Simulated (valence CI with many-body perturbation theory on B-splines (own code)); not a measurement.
## Hyperfine factors and g values of Ti⁸⁺

Computed by valence CI with perturbative core correlation (CI+MBPT): four valence electrons over a frozen Dirac-Fock core [Ne], radial functions for each j: 11 s, 11 p, 9 d, 7 f, 5 g, 2 h, 1 i, with the one-electron correlation potential Σ1, the two-electron term Σ2, the three-electron term Σ3, Breit, model QED; selected CI, second order for the rest, scaled by the run's own slope (own B-spline code, finite nucleus).

No measured spectrum was set against this ion. As an estimate, levels of excited configurations hold to 0.05 to 0.15 % of their energy, terms of the ground configuration to about 0.5 %.

A/g_I is the dipole constant over the nuclear g factor μ/I (μ in nuclear magnetons, uniformly magnetised nucleus), B/Q the quadrupole constant per barn. Both hold the static response of the core; the bare values leave it out. Large factors of s and p1/2 electrons are usually good to 5 to 10 %; those of open d and f shells near neutrality can be off by tens of per cent, and small factors of p3/2, d and f electrons come from cancelling terms and can be off by a factor of two or in sign, in half-filled shells by more. B is blank for J = 1/2, where it vanishes, and for nearly pure S terms. Energies count from the lowest level. Levels with J = 0 are left out.

Names give the largest LS component (configuration and term), which can be under half, so a name can repeat, a term be missing and a line seem to break the LS rules; names also repeat where a configuration has a term twice. Letters in brackets count levels of one name in rising energy.

| Level | E (eV) | g | A/g_I (MHz) | A/g_I bare | B/Q (MHz/b) | B/Q bare |
| --- | --- | --- | --- | --- | --- | --- |
| 3s²3p² ³P_1 | 0.386 | 1.501 | 74.8 | 169 | 1910 | 1790 |
| 3s²3p² ³P_2 | 0.904 | 1.488 | 2900 | 2800 | -3610 | -3380 |
| 3s²3p² ¹D_2 | 3.552 | 1.012 | 3610 | 3410 | 7370 | 6920 |
| 3s3p³ ⁵S°_2 | 17.988 | 2.000 | 9970 | 9500 |  |  |
| 3s3p³ ³D°_1 | 24.820 | 0.509 | -6140 | -5700 | 649 | 611 |
| 3s3p³ ³D°_2 | 24.831 | 1.172 | 5200 | 4900 | 1380 | 1290 |
| 3s3p³ ³D°_3 | 24.918 | 1.333 | 8890 | 8360 | -464 | -429 |
| 3s3p³ ³P°_1 | 28.606 | 1.492 | 12500 | 11800 | -876 | -821 |
| 3s3p³ ³P°_2 | 28.619 | 1.488 | 9960 | 9370 | -1460 | -1370 |
| 3s3p³ ¹D°_2 | 31.494 | 1.007 | 2940 | 2800 | -1310 | -1220 |
| 3s3p³ ³S°_1 | 37.234 | 1.877 | -8110 | -7170 | -11.9 | -10.4 |
| 3s²3p3d ³F°_2 | 38.225 | 0.667 | 2840 | 2710 | 2930 | 2800 |
| 3s²3p3d ³F°_3 | 38.550 | 1.083 | 1740 | 1720 | 3150 | 3010 |
| 3s3p³ ¹P°_1 | 38.614 | 1.123 | 1540 | 1530 | 59.0 | 58.8 |
| 3s²3p3d ³F°_4 | 39.012 | 1.250 | 992 | 1030 | 4410 | 4210 |
| 3s²3p3d ³P°_2 [a] | 43.734 | 1.273 | 1130 | 1190 | -61.5 | -29.6 |
| 3s²3p3d ³P°_1 | 44.235 | 1.415 | 7.92 | 208 | 519 | 490 |
| 3s²3p3d ³P°_2 [b] | 44.356 | 1.203 | 1240 | 1250 | -617 | -555 |
| 3s²3p3d ³D°_1 | 45.185 | 0.586 | 77.6 | 125 | -1860 | -1740 |
| 3s²3p3d ³D°_2 | 45.334 | 1.189 | 1440 | 1460 | -2430 | -2280 |
| 3s²3p3d ³D°_3 | 45.392 | 1.332 | 1950 | 1940 | -2910 | -2690 |
| 3s²3p3d ¹F°_3 | 49.831 | 1.000 | 1490 | 1470 | 4340 | 4150 |
| 3s²3p3d ¹P°_1 | 51.095 | 0.998 | -668 | -514 | 551 | 543 |
| 3p⁴ ³P_2 | 53.167 | 1.475 | 3340 | 3310 | 1700 | 1610 |
| 3p⁴ ³P_1 | 53.742 | 1.500 | 2040 | 2110 | -1050 | -988 |
| 3p⁴ ¹D_2 | 54.854 | 1.025 | 3640 | 3450 | -6230 | -5850 |
| 3s3p²3d ⁵F_1 | 55.976 | 0.004 | -7600 | -7110 | -550 | -496 |
| 3s3p²3d ⁵F_2 | 56.084 | 1.005 | 1180 | 1200 | 16.7 | 33.1 |
| 3s3p²3d ⁵F_3 | 56.250 | 1.254 | 3400 | 3300 | -110 | -72.7 |
| 3s3p²3d ⁵F_4 | 56.480 | 1.352 | 4380 | 4220 | -1020 | -907 |
| 3s3p²3d ⁵F_5 | 56.778 | 1.400 | 5090 | 4880 | -3350 | -3060 |
| 3s3p²3d ⁵D_1 | 57.853 | 1.495 | 6190 | 5950 | -1710 | -1620 |
| 3s3p²3d ⁵D_2 | 57.911 | 1.494 | 6040 | 5800 | -1590 | -1500 |
| 3s3p²3d ⁵D_3 | 57.999 | 1.493 | 5790 | 5560 | -90.5 | -78.8 |

Q: Take the isotope of mass number 47, with I = 5/2, μ = -0.78814 μN and Q = 0.302 b. What is the hyperfine structure of 3s²3p² ³P_2?

A: From the table A = -914 MHz, B = -1090 MHz. Shifts from the centre of gravity in MHz: F = 1/2: 5640, F = 3/2: 4750, F = 5/2: 3010, F = 7/2: 6.25, F = 9/2: -4840.
